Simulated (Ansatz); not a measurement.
```yaml
crystal:
  periodic: [false, false, false]
  atoms:
    - {symbol: C, position_ang: [-0.552189, 1.610593, 0.505391]}
    - {symbol: B, position_ang: [-0.789075, 0.199048, -0.121734]}
    - {symbol: B, position_ang: [0.425685, -0.809563, -0.683448]}
    - {symbol: N, position_ang: [1.058394, -1.827640, 0.025745]}
    - {symbol: H, position_ang: [-1.298935, 1.888238, 1.254576]}
    - {symbol: H, position_ang: [-0.711620, 2.314868, -0.328113]}
    - {symbol: H, position_ang: [0.450300, 1.802822, 0.892366]}
    - {symbol: H, position_ang: [-1.941491, -0.109194, -0.308325]}
    - {symbol: H, position_ang: [0.804134, -0.651201, -1.820820]}
    - {symbol: H, position_ang: [1.780487, -2.404226, -0.371753]}
    - {symbol: H, position_ang: [0.839710, -2.070845, 0.976817]}
basis:
  gaussian: {orbitals: def2-SVP}
hamiltonian: {xc: {name: PBE1PBE}, dispersion: d4}
output: {forces: true}
```

```sh
$ ansatz run in.yaml --threads 2 --pin off --events-out ev --progress --plain --max-ram 4352MiB
```

Output, abridged:

```
Error: YAML parse error: error: line 17 column 19: hamiltonian.xc: no functional is named "PBE1PBE"; the names, which are not case-sensitive, are SVWN5, SPW92, PBE, PBE0, PBEsol, revPBE, revPBE0, RPBE, rPW86-PBE, HSE06, wPBEh, LC-wPBE, HISS, HF, BLYP, B3LYP, B3LYP5, BHLYP, CAM-B3LYP, r2SCAN, r2SCANh, r2SCAN0, r2SCAN50, m-r2SCAN, B97, wB97, wB97X, wB97X-V, B97M-V, wB97M-V, B2PLYP, B2GP-PLYP, PBE0-DH, PBE-QIDH
15 | basis:
16 |   gaussian: {orbitals: def2-SVP}
17 | hamiltonian: {xc: {name: PBE1PBE}, dispersion: d4}
18 | output: {forces: true}
```

Problem. What is wrong with this run?

Solution. The method's name isn't one that the program takes here. The program refused the input.

HSE06 is defined as in plane-wave codes.
